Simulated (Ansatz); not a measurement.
`[Cl][Sn]([Cl])([Cl])[c]1ccccc1`, charge 0, multiplicity 1.

(1) Give a relaxed structure at PBE0-D4/def2-TZVP (the Gaussian-basis code of Ansatz). (An estimate is asked.)

Answers

(1) Computed: 
Cartesian coordinates in Å:
```
Cl 0.211 4.001 -0.054
Sn -1.141 2.204 -0.582
Cl -3.142 2.425 0.549
Cl -1.652 2.434 -2.822
C -0.199 0.386 -0.099
C -0.970 -0.718 0.248
C -0.345 -1.918 0.557
C 1.038 -2.010 0.519
C 1.804 -0.905 0.176
C 1.188 0.298 -0.133
H -2.052 -0.650 0.289
H -0.942 -2.780 0.829
H 1.523 -2.949 0.762
H 2.885 -0.978 0.152
H 1.793 1.161 -0.391
```
Point group Cs.
This is one stationary point; other conformers may exist.
